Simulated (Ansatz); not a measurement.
Start from `OCBCl` and change one atom or group to get `[CH3][GaH][BH]CO`.

Ansatz, PBE0-D4/def2-TZVP geometries, multiplicity 1. Each molecule was computed in one conformer, which needn't be the lowest.

Scalar relativity is left out up to krypton.

```json
{"property": "HOMO energy (B3LYP/def2-TZVPP) / eV", "`OCBCl`": "-7.86"}
{"property": "LUMO energy (B3LYP/def2-TZVPP) / eV", "`OCBCl`": "-1.69"}
{"property": "HOMO–LUMO gap (PBE/def2-TZVPP) / eV", "`OCBCl`": "4.00"}
{"property": "HOMO–LUMO gap (PBE0/def2-TZVPP) / eV", "`OCBCl`": "6.65"}
{"property": "LUMO energy (ωB97M-V/def2-TZVPP) / eV", "`OCBCl`": "0.56"}
{"property": "size of the dipole moment (PBE/def2-TZVPP) / D", "`OCBCl`": "1.05"}
```

What does the change do to each property? (Best estimate.)

Ansatz gave: 
```tsv
property	`[CH3][GaH][BH]CO`	shift
HOMO energy (B3LYP/def2-TZVPP) / eV	-6.46	1.40
LUMO energy (B3LYP/def2-TZVPP) / eV	-1.73	-0.04
HOMO–LUMO gap (PBE/def2-TZVPP) / eV	3.03	-0.97
HOMO–LUMO gap (PBE0/def2-TZVPP) / eV	5.11	-1.54
LUMO energy (ωB97M-V/def2-TZVPP) / eV	0.39	-0.17
size of the dipole moment (PBE/def2-TZVPP) / D	2.69	1.64
```

With PBE0 the HOMO rises by 1.48 eV and the LUMO falls by 0.06 eV, so the gap narrows by about 1.54 eV. PBE moves the HOMO by 0.93 eV and ωB97M-V by 1.78 eV. Dipoles are sizes alone; their direction can turn.

B3LYP here is the variant with VWN-RPA as its local correlation; programs differ in this.
